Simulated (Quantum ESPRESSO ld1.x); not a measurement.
Results of a calculation; reference values are marked as such.
Problem. The vanadium ion V4+, 19 electrons, occupied as [Ar] 4s1 (not the ground configuration). Code: ld1.x of Quantum ESPRESSO 7.5. Model: scalar-relativistic Kohn-Sham, BLYP, spin-unpolarised, spherical densities, point nucleus. Some entries of the table are withheld. Estimate them.

| orbital | occ. | eigenvalue (hartree) | r(max) (bohr) | <r> (bohr) |
|---|---|---|---|---|
| 1s | 2 | -199.637 | 0.04349 | 0.06645 |
| 2s | 2 | -24.6624 | 0.2557 | 0.3082 |
| 2p | 6 | -21.0065 | 0.2081 | 0.2741 |
| 3s | 2 | -4.82883 | 0.8032 | 0.9094 |
| 3p | 6 | -3.83377 | (1) | 0.9489 |
| 3d | 0 | -2.30841 | (2) | 1.026 |
| 4s | 1 | (3) | 2.071 | 2.237 |
| 4p | 0 | -1.29141 | 2.272 | 2.460 |
| 5s | 0 | -0.75233 | 4.222 | 4.246 |
| 4f | 0 | -0.64595 | 3.052 | 3.446 |

Solution. 
(1) 3p r(max) (bohr): 0.8185
(2) 3d r(max) (bohr): 0.7889
(3) 4s eigenvalue (hartree): -1.55492
